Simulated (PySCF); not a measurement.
Cl3Ga, SMILES [Cl][Ga-]([Cl])[Cl], charge -1, multiplicity 2.

Geometry: B3LYP-D3(BJ)/def2-SVPD.

Level of theory: PySCF with IEF-PCM-ωB97X/def2-SVPD.

The values are the electrostatic part of the solvation free energy, E(continuum) − E(gas) at the gas-phase geometry, in a cavity of scaled van der Waals radii (PySCF's table); cavitation and dispersion terms are not included. A continuum can't describe solvent molecules that bind to the metal.

```tsv
solvent	ε	ΔG(elec) (kcal/mol)
water	78.36	-47.8
toluene	2.37	-27.6
benzene	2.27	-26.6
```
